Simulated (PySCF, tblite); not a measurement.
What does the GFN2-xTB structure of InChI=1S/C5H14P2S/c1-6(2)5-7(3,4)8/h5H2,1-4H3 look like in three dimensions?

```xyz
22
C5H14P2S angstrom
C     -2.578   -1.511   -0.100
P     -1.201   -0.563   -0.889
C     -1.988    1.098   -0.939
C     -0.173   -0.338    0.653
P      1.316    0.692    0.304
C      2.534    0.120    1.557
C      1.979    0.042   -1.275
S      1.027    2.609    0.338
H     -3.390   -1.602   -0.819
H     -2.943   -1.009    0.796
H     -2.233   -2.511    0.156
H     -2.466    1.335    0.012
H     -1.230    1.849   -1.155
H     -2.731    1.109   -1.736
H      0.156   -1.326    0.988
H     -0.747    0.147    1.449
H      3.454    0.685    1.410
H      2.145    0.348    2.549
H      2.733   -0.947    1.470
H      2.970    0.469   -1.427
H      1.323    0.369   -2.081
H      2.031   -1.045   -1.261
```

Orientation and origin are arbitrary. Atoms count from 1 in this order. P5 (phosphorus bonded to 3 C and S) is distorted tetrahedral (angles from 103.4° to 115.4°). P2 (phosphine phosphorus) is pyramidal (angles 98.9°, 98.6° and 96.8°, sum 294.4°, 0.91 Å off the plane of its three neighbours). Of the pairs four or more bonds apart, S8···H13 is among the closest relative to their van der Waals radii: 2.81 Å, 94 % of the sum of Bondi's values. The 6 C–P bonds span 1.832 Å (P5–C7, drawn single) to 1.866 Å (P2–C4, drawn single), a spread of 0.034 Å.

Bonds between heavy atoms (Å): C1–P2 1.849, P2–C3 1.840, P2–C4 1.866, C4–P5 1.844, P5–C6 1.839, P5–C7 1.832, P5=S8 1.939.

The geometry is computed with GFN2-xTB (gas phase).

Point group: C1 (no symmetry element, even within 0.4 Å). Its GFN2-xTB frequencies are all real (lowest 25 cm⁻¹). One conformer, not necessarily the lowest (C1–P2–C4–P5 -177°, P2–C4–P5–C6 -153°).
